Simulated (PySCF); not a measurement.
Geometry:
| atom | x (Å) | y (Å) | z (Å) |
| --- | --- | --- | --- |
| C1 | -1.334 | 2.980 | -0.556 |
| C2 | -0.954 | 1.747 | -0.895 |
| P3 | -0.462 | 0.543 | 0.374 |
| S4 | -0.474 | 1.237 | 2.202 |
| C5 | 1.195 | -0.045 | -0.201 |
| C6 | 1.650 | -1.229 | 0.643 |
| C7 | 2.190 | 1.108 | -0.155 |
| C8 | -1.577 | -0.867 | 0.131 |
| C9 | -2.037 | -1.326 | -1.226 |
| C10 | -2.999 | -0.654 | -0.299 |
| H11 | -1.359 | 3.269 | 0.502 |
| H12 | -1.617 | 3.722 | -1.308 |
| H13 | -0.903 | 1.436 | -1.945 |
| H14 | 1.039 | -0.369 | -1.247 |
| H15 | 2.658 | -1.548 | 0.336 |
| H16 | 1.685 | -0.946 | 1.706 |
| H17 | 0.980 | -2.096 | 0.540 |
| H18 | 2.266 | 1.498 | 0.872 |
| H19 | 1.887 | 1.941 | -0.808 |
| H20 | 3.187 | 0.765 | -0.475 |
| H21 | -1.406 | -1.633 | 0.895 |
| H22 | -2.126 | -2.404 | -1.384 |
| H23 | -1.702 | -0.777 | -2.111 |
| H24 | -3.310 | 0.369 | -0.531 |
| H25 | -3.766 | -1.259 | 0.191 |

Geometry: PBE0-D3(BJ)/def2-SVP; GIAO shifts from PySCF 2.14, gas phase, non-relativistic, averaged over equivalent atoms.

At PBE0/pcSseg-1 (259 basis functions, 86 s wall time on 1 thread of an Intel Xeon Platinum 8488C, shared host):
```
      atoms  δ (ppm)
         C1    151.7
         C2    134.2
         C5     32.6
         C7     16.5
         C6     16.1
         C8     15.2
        C10      5.3
         C9      5.1
         P3     39.2
         S4   -325.7
        H11     7.15
        H12     6.71
        H13     5.88
        H14     1.61
H15/H16/H17     1.27
        H21     0.96
H18/H19/H20     0.94
        H25     0.84
        H22     0.72
        H24     0.54
        H23     0.37
```

Chemical shifts δ = σref − σ; TMS for 13C (σref 184.41), 1H (σref 31.27); 31P (σref 310.13) vs H3PO4; 33S (σref 495.66) vs CS2, all at this level.

**Question.** Predict the values at mPW1PW91/pcSseg-1 on the same geometry.

**Answer.** 
```tsv
atoms	δ at mPW1PW91/pcSseg-1	change
C1	151.6	-0.1
C2	134.1	-0.1
C5	32.6	+0.0
C7	16.6	+0.1
C6	16.2	+0.1
C8	15.1	-0.1
C10	5.5	+0.2
C9	5.2	+0.1
P3	40.6	+1.4
S4	-325.0	+0.7
H11	7.13	-0.02
H12	6.69	-0.02
H13	5.84	-0.04
H14	1.60	-0.01
H15/H16/H17	1.27	+0.00
H21	0.96	+0.00
H18/H19/H20	0.94	+0.00
H25	0.84	+0.00
H22	0.72	+0.00
H24	0.55	+0.01
H23	0.38	+0.01
```

Referencing at the same level of theory: TMS for 13C (σ = 183.54 ppm), 1H (σ = 31.32 ppm); 31P (σ = 308.48 ppm) vs H3PO4; 33S (σ = 492.68 ppm) vs CS2.

The largest change is at P3 (phosphorus bonded to 3 C, S). Cost: 259 basis functions, 72 s wall time on 1 thread of an Intel Xeon Platinum 8488C, shared host. The order of the carbon signals is the same at both levels.

Experimental scales use liquid or dissolved standards, which lie at an offset from isolated H3PO4.
